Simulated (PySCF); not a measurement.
## `InChI=1S/C9H5F3O2/c10-9(11,12)6-2-1-5-4-14-8(13)7(5)3-6/h1-3H,4H2`

Geometry:
| atom | x (Å) | y (Å) | z (Å) |
| --- | --- | --- | --- |
| O1 | -1.671 | 2.999 | -0.354 |
| C2 | -1.698 | 1.821 | -0.144 |
| O3 | -2.858 | 1.127 | 0.090 |
| C4 | -2.613 | -0.262 | 0.315 |
| C5 | -1.118 | -0.421 | 0.198 |
| C6 | -0.284 | -1.533 | 0.319 |
| C7 | 1.091 | -1.345 | 0.152 |
| C8 | 1.623 | -0.072 | -0.131 |
| C9 | 3.112 | 0.069 | -0.353 |
| F10 | 3.814 | -0.685 | 0.512 |
| F11 | 3.521 | 1.339 | -0.215 |
| F12 | 3.462 | -0.330 | -1.590 |
| C13 | 0.784 | 1.040 | -0.247 |
| C14 | -0.585 | 0.835 | -0.078 |
| H15 | -2.998 | -0.536 | 1.314 |
| H16 | -3.167 | -0.849 | -0.440 |
| H17 | -0.680 | -2.529 | 0.540 |
| H18 | 1.769 | -2.197 | 0.248 |
| H19 | 1.176 | 2.037 | -0.459 |

Computed, not measured: UKS B3LYP/def2-SV(P) four-point reorganisation energy, gas phase (PySCF). Geometry: B3LYP/def2-SV(P).

(1) What is the inner reorganisation energy for hole transfer, with the ionisation energy?

Answers

(1) λ = 0.150 (surface of the oxidised species) + 0.160 (surface of the starting species) = 0.310 eV. The ionisation energy is 9.88 eV vertical and 9.73 eV adiabatic without zero-point energy; at the relaxed geometry of the oxidised species the two energies differ by 9.57 eV. Largest bond changes: C14–C5 1.392 → 1.429 Å, C7–C8 1.409 → 1.437 Å, C4–C5 1.508 → 1.483 Å, C8–C13 1.398 → 1.419 Å, C5–C6 1.396 → 1.416 Å. ⟨S²⟩ of the relaxed oxidised species 0.765.
